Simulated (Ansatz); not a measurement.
Basis-set extrapolation for `C[NH][Al]([CH3])[Cl]` (PBE0-D4/def2-TZVP geometry, frozen core, Ansatz). Multiplicity 1, RHF reference.

|  | def2-TZVPP | def2-QZVPP |
| --- | --- | --- |
| HF | -835.872637 | -835.899200 |
| MP2 correlation | -0.831175 | -0.894425 |
| CCSD(T) correlation | -0.918898 | not run |

Energies in hartree. Use E(X) = E(∞) + A·exp(−7.88·√X) for Hartree–Fock and E(X) = E(∞) + B·X^(−2.97) for correlation, with X = 3 and 4, and add CCSD(T) minus MP2 of the smaller set to the MP2 limit.

What is the CCSD(T) energy at the basis-set limit?

HF limit: -835.899200 + (-0.026563) × 0.13774 = -835.90286. MP2 limit: -0.894425 + (-0.063250) × 0.74074 = -0.94128. Higher-order term: -0.918898 − (-0.831175) = -0.08772. Total: -836.93186 hartree, 368.4 kJ/mol below CCSD(T)/def2-TZVPP.
